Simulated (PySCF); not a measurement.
Vertical excitations of a molecule C3H13NSi2 from TDA-LC-ωPBE/def2-SVPD in PySCF, as energy in eV (oscillator strength): 6.64 (0.003), 7.46 (0.007), 7.67 (0.005), 7.78 (0.013), 7.93 (0.025), 8.10 (0.055). Lowest triplet (TDA): 6.33 eV. Geometry optimised at r2SCAN-D4/def2-SVP. Other conformers were not sampled.

Question: Pick the molecule that these values belong to.
A) C[SiH2][Si](C)(C)N
B) CN(C)[Si@H](C)[SiH3]
C) CC[Si@@](C)(N)[SiH3]
D) CNC(C)([SiH3])[SiH3]

Answer: D, CNC(C)([SiH3])[SiH3]
